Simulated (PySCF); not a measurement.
Al(Me)(OH)2 (CH₅AlO₂), SMILES [CH3][Al]([OH])[OH].

Geometry: PBE-D3(BJ)/def2-SVP. The isomer is the one that the SMILES or the coordinates give; other isomers of the formula were not compared. The values are those of a single conformer.

All values below come from TDDFT-PBE/def2-SVPD (PySCF).

Vertical excitations. Isolated molecule, no solvent.

Task: Give excitation energies, oscillator strengths and character. (The exact figures need the calculation; the answer reports its results.)

Result: 
| state | energy (eV) | λ (nm) | f | main pairs |
|---|---|---|---|---|
| S1 | 5.99 | 207 | 0.000 | HOMO→LUMO 100 % |
| S2 | 6.23 | 199 | 0.049 | HOMO−2→LUMO 95 % |
| S3 | 6.31 | 197 | 0.102 | HOMO−1→LUMO 97 % |
| S4 | 6.50 | 191 | 0.062 | HOMO−3→LUMO 98 % |
| S5 | 7.12 | 174 | 0.000 | HOMO−2→LUMO+1 99 % |
| S6 | 7.27 | 171 | 0.035 | HOMO−1→LUMO+1 94 % |
| S7 | 7.28 | 170 | 0.039 | HOMO−4→LUMO 95 % |
| S8 | 7.43 | 167 | 0.057 | HOMO→LUMO+1 83 % |
| S9 | 7.56 | 164 | 0.000 | HOMO→LUMO+2 99 % |
| S10 | 7.72 | 160 | 0.007 | HOMO−2→LUMO+2 74 %, HOMO−1→LUMO+2 19 % |
| T1 | 5.79 | 214 | 0 | HOMO→LUMO 99 % |
| T2 | 5.85 | 212 | 0 | HOMO−1→LUMO 98 % |
| T3 | 5.92 | 209 | 0 | HOMO−2→LUMO 99 % |
| T4 | 6.17 | 201 | 0 | HOMO−3→LUMO 98 % |
Triplets are in the Tamm–Dancoff approximation, which puts them higher than full response would, so one can lie above its singlet here.
